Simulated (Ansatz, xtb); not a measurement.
# Relative energy of two isomers of C4H4N2O

We compare a, `O=Cc1cnc[nH]1`, a singlet, with b, `O=Cn1cccn1`, a singlet. Both are isolated molecules in the gas phase, relaxed with PBE0-D3(BJ)/def2-SVP, each in the lowest conformer that the search found.

Energies in hartree; the thermal terms are from GFN2-xTB frequencies at re-optimised GFN2-xTB minima (ideal gas, soft modes damped towards free rotors, one conformer each, 298.15 K, 1 atm) and include the zero-point energy:

```
                              a           b
E, CCSD(T)/def2-SVP  −338.380903  −338.366293
    E, MP2/def2-SVP  −338.312342  −338.296408
  E, MP2/def2-TZVPP  −338.932695  −338.915574
  zero-point energy     0.077947     0.077799
       H(298 K) − E     0.084602     0.084342
       G(298 K) − E     0.048322     0.048383
```

Problem. Correct the CCSD(T) difference for the basis set by the MP2 change, then work out ΔE, ΔE₀, ΔH and ΔG for a → b in kcal/mol (1 Eh = 627.51 kcal/mol) and the equilibrium ratio [b]/[a].

Solution. 1. Differences b − a: CCSD(T) +0.014610, MP2 in the small set +0.015934, MP2 in the large set +0.017121 Eh.
2. ΔE = +0.014610 + (+0.017121 − (+0.015934)) = +0.015797 Eh = +9.91 kcal/mol.
3. ΔE₀ = ΔE + ΔZPE = +0.015797 + (−0.000148) Eh = +9.82 kcal/mol.
4. ΔH = ΔE + (−0.000260) Eh = +9.75 kcal/mol.
5. ΔG = ΔE + (+0.000061) Eh = +9.95 kcal/mol, so ΔS = (ΔH − ΔG)/T = −2.8 J/(mol K).
6. kT = 0.9442 mEh, so K = [b]/[a] = exp(−ΔG/kT) = exp(−16.80) ≈ 5.1 × 10^−8.

Structure a is favoured at this temperature. An error of 1 kcal/mol in ΔG would change K by a factor of 5.4. Mirror images and further conformers aren't counted.

As drawn, b has 1 C–N, 1 C∷C, 1 N∷N, 1 C–H in place of 1 C–C, 2 C∷N, 1 N–H (∷ is an aromatic bond).

Other levels gave ΔE = +4.7 (GFN2-xTB); +2.7 (HF/STO-3G, GFN2-xTB geometries); +10.8 (r2SCAN-D4/def2-SVP, GFN2-xTB geometries); +10.4 (PBE0-D3(BJ)/def2-SVP); +10.7 (HF/def2-SVP); +10.0 (MP2/def2-SVP); +9.2 (CCSD(T)/def2-SVP) kcal/mol. The correlated steps freeze 7 core orbitals. Programs: Ansatz 0.2.0, xtb 6.7.1.
